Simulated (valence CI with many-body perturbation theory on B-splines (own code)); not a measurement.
**E1 transitions of Ir⁷¹⁺**

Method: configuration interaction combined with many-body perturbation theory (CI+MBPT): four valence electrons over a frozen Dirac-Fock core [He], a basis of 11 s, 11 p, 9 d, 7 f, 5 g, 2 h, 1 i functions for each j, with the one-electron correlation potential Σ1 (screened to all orders), the two-electron term Σ2, the three-electron term Σ3, Breit, model QED; selected single and double excitations, second order for the rest (own B-spline code, finite nucleus).

The last digits are not significant, and no measured levels were compared; by estimate large intervals hold to a few tenths of a per cent, small ones and those within an open d or f shell to about a per cent. Among the levels kept, up to 310 cm⁻¹ of a level comes from second order outside the variational space, and about a tenth of that is noise between levels of different J, which matters for small intervals.

Lines 151 to 200 of 249 in falling wavelength, among levels below 14342 eV, chosen from the strongest by gf and those to the six lowest levels. Wavelengths and rates use the calculated energies. Electric multipoles are in the length gauge, E1 and E2 with the static RPA response of the core. Weak lines are less certain than strong ones. Lines between different terms over intervals too small for the method are left out, as are lines whose strength nearly cancels. The highest levels of a list are the least certain.

Levels are named by their leading jj configuration (3d3/2^4 stands for four electrons in 3d with j = 3/2), which in mixed levels can hold well under half, so a name can repeat and another be missing. Letters in brackets count levels of one name in rising energy.

| λ vac (nm) | Upper | Lower | A (s⁻¹) | S (a.u.) |
| --- | --- | --- | --- | --- |
| 0.1173 | (2s^2 2p1/2 3d5/2) J=2 | (2s^2 2p1/2 2p3/2) J=1 | 1.62e+15 | 6.44e-03 |
| 0.1173 | (2s^2 2p3/2 3d5/2) J=2 | (2s^2 2p3/2^2) J=2 | 1.21e+15 | 4.81e-03 |
| 0.1171 | (2s 2p1/2 2p3/2 3p3/2) J=2 [a] | (2s^2 2p3/2^2) J=2 | 1.33e+14 | 5.26e-04 |
| 0.1171 | (2s 2p1/2 2p3/2 3d5/2) J=3 [b] | (2s 2p1/2 2p3/2^2) J=2 [a] | 2.08e+14 | 1.16e-03 |
| 0.1170 | (2s^2 2p3/2 3d5/2) J=3 | (2s^2 2p3/2^2) J=2 | 2.91e+15 | 1.61e-02 |
| 0.1169 | (2s^2 2p3/2 3d5/2) J=1 | (2s^2 2p3/2^2) J=2 | 1.62e+14 | 3.84e-04 |
| 0.1168 | (2s 2p1/2 2p3/2 3p3/2) J=2 [b] | (2s^2 2p3/2^2) J=2 | 1.09e+13 | 4.28e-05 |
| 0.1166 | (2s 2p1/2 2p3/2 3p3/2) J=3 [b] | (2s^2 2p3/2^2) J=2 | 7.79e+13 | 4.27e-04 |
| 0.1165 | (2s 2p1/2^2 3p3/2) J=2 | (2s^2 2p1/2 2p3/2) J=2 | 3.90e+12 | 1.52e-05 |
| 0.1163 | (2s 2p1/2^2 3p3/2) J=2 | (2s^2 2p1/2 2p3/2) J=1 | 4.34e+13 | 1.68e-04 |
| 0.1160 | (2s 2p1/2 2p3/2 3p3/2) J=3 [c] | (2s^2 2p3/2^2) J=2 | 2.19e+13 | 1.18e-04 |
| 0.1158 | (2s 2p1/2 2p3/2 3p3/2) J=2 [d] | (2s^2 2p3/2^2) J=2 | 5.86e+12 | 2.25e-05 |
| 0.1092 | (2s 2p1/2 2p3/2 3s) J=2 [b] | (2s 2p1/2^2 2p3/2) J=1 | 8.39e+12 | 2.70e-05 |
| 0.1090 | (2s 2p1/2 2p3/2 3s) J=2 [a] | (2s 2p1/2^2 2p3/2) J=2 | 4.05e+13 | 1.29e-04 |
| 0.1087 | (2s 2p1/2 2p3/2 3s) J=1 [a] | (2s 2p1/2^2 2p3/2) J=2 | 5.17e+13 | 9.83e-05 |
| 0.1087 | (2s 2p1/2 2p3/2 3s) J=0 | (2s 2p1/2^2 2p3/2) J=1 | 6.58e+13 | 4.17e-05 |
| 0.1087 | (2s 2p1/2 2p3/2 3s) J=1 [b] | (2s 2p1/2^2 2p3/2) J=1 | 6.13e+13 | 1.16e-04 |
| 0.1086 | (2s 2p1/2 2p3/2 3s) J=3 | (2s 2p1/2^2 2p3/2) J=2 | 6.59e+13 | 2.92e-04 |
| 0.1086 | (2s 2p1/2 2p3/2 3s) J=1 [c] | (2s 2p1/2^2 2p3/2) J=1 | 8.13e+12 | 1.54e-05 |
| 0.1086 | (2s 2p1/2 2p3/2 3s) J=2 [c] | (2s 2p1/2^2 2p3/2) J=1 | 4.80e+13 | 1.51e-04 |
| 0.1084 | (2s^2 2p1/2 3s) J=1 | (2s^2 2p1/2^2) J=0 | 6.22e+13 | 1.17e-04 |
| 0.1083 | (2s 2p1/2 2p3/2 3s) J=2 [b] | (2s 2p1/2^2 2p3/2) J=2 | 2.58e+13 | 8.11e-05 |
| 0.1081 | (2s^2 2p3/2 3s) J=2 | (2s^2 2p1/2 2p3/2) J=2 | 4.03e+13 | 1.26e-04 |
| 0.1080 | (2s^2 2p3/2 3s) J=1 | (2s^2 2p1/2 2p3/2) J=2 | 6.36e+13 | 1.19e-04 |
| 0.1079 | (2s^2 2p3/2 3s) J=2 | (2s^2 2p1/2 2p3/2) J=1 | 3.35e+13 | 1.04e-04 |
| 0.1078 | (2s^2 2p3/2 3s) J=1 | (2s^2 2p1/2 2p3/2) J=1 | 1.54e+13 | 2.86e-05 |
| 0.1062 | (2s^2 2p3/2 3p3/2) J=1 | (2s 2p1/2^2 2p3/2) J=1 | 5.97e+12 | 1.06e-05 |
| 0.1059 | (2s^2 2p3/2 3p3/2) J=2 | (2s 2p1/2^2 2p3/2) J=1 | 3.87e+12 | 1.13e-05 |
| 0.1053 | (2s^2 2p3/2 3p3/2) J=3 | (2s 2p1/2^2 2p3/2) J=2 | 6.02e+12 | 2.43e-05 |
| 0.1053 | (2s 2p1/2 2p3/2 3p1/2) J=1 [a] | (2s^2 2p1/2 2p3/2) J=2 | 5.43e+13 | 9.38e-05 |
| 0.1051 | (2s 2p1/2 2p3/2 3p1/2) J=1 [a] | (2s^2 2p1/2 2p3/2) J=1 | 1.60e+14 | 2.76e-04 |
| 0.1051 | (2s^2 2p3/2 3p3/2) J=2 | (2s 2p1/2^2 2p3/2) J=2 | 3.19e+12 | 9.14e-06 |
| 0.1050 | (2s 2p1/2 2p3/2 3p1/2) J=2 [a] | (2s^2 2p1/2 2p3/2) J=1 | 4.09e+14 | 1.17e-03 |
| 0.1049 | (2p1/2^2 2p3/2 3p1/2) J=1 | (2s 2p1/2^2 2p3/2) J=1 | 1.72e+14 | 2.94e-04 |
| 0.1049 | (2p1/2^2 2p3/2 3p1/2) J=2 | (2s 2p1/2^2 2p3/2) J=1 | 4.91e+14 | 1.40e-03 |
| 0.1049 | (2s 2p1/2 2p3/2 3p1/2) J=3 | (2s^2 2p1/2 2p3/2) J=2 | 5.87e+14 | 2.34e-03 |
| 0.1048 | (2s 2p1/2^2 3p1/2) J=1 | (2s^2 2p1/2^2) J=0 | 6.37e+14 | 1.08e-03 |
| 0.1045 | (2s 2p1/2 2p3/2 3p1/2) J=2 [b] | (2s^2 2p1/2 2p3/2) J=2 | 3.27e+14 | 9.20e-04 |
| 0.1043 | (2s 2p1/2 2p3/2 3p1/2) J=2 [b] | (2s^2 2p1/2 2p3/2) J=1 | 5.18e+13 | 1.45e-04 |
| 0.1042 | (2s 2p1/2 2p3/2 3p1/2) J=1 [b] | (2s^2 2p1/2 2p3/2) J=2 | 1.62e+14 | 2.72e-04 |
| 0.1042 | (2s 2p1/2 2p3/2 3p1/2) J=2 [c] | (2s^2 2p1/2 2p3/2) J=2 | 2.52e+14 | 7.03e-04 |
| 0.1041 | (2p1/2^2 2p3/2 3p1/2) J=1 | (2s 2p1/2^2 2p3/2) J=2 | 8.79e+14 | 1.47e-03 |
| 0.1041 | (2p1/2^2 2p3/2 3p1/2) J=2 | (2s 2p1/2^2 2p3/2) J=2 | 5.48e+14 | 1.53e-03 |
| 0.1040 | (2s 2p1/2 2p3/2 3p1/2) J=0 | (2s^2 2p1/2 2p3/2) J=1 | 5.84e+14 | 3.25e-04 |
| 0.1040 | (2s 2p1/2 2p3/2 3p1/2) J=1 [b] | (2s^2 2p1/2 2p3/2) J=1 | 3.72e+14 | 6.21e-04 |
| 0.1040 | (2s 2p1/2 2p3/2 3p1/2) J=2 [c] | (2s^2 2p1/2 2p3/2) J=1 | 9.98e+13 | 2.77e-04 |
| 0.1037 | (2s 2p1/2 2p3/2 3p1/2) J=1 [c] | (2s^2 2p1/2 2p3/2) J=2 | 3.17e+14 | 5.23e-04 |
| 0.1036 | (2s 2p1/2 2p3/2 3p1/2) J=1 [c] | (2s^2 2p1/2 2p3/2) J=1 | 5.73e+13 | 9.42e-05 |
| 0.1035 | (2s 2p1/2 2p3/2 3d3/2) J=2 [a] | (2s 2p1/2^2 2p3/2) J=1 | 1.54e+13 | 4.23e-05 |
| 0.1035 | (2s 2p1/2 2p3/2 3d3/2) J=1 [a] | (2s 2p1/2^2 2p3/2) J=1 | 4.21e+12 | 6.90e-06 |
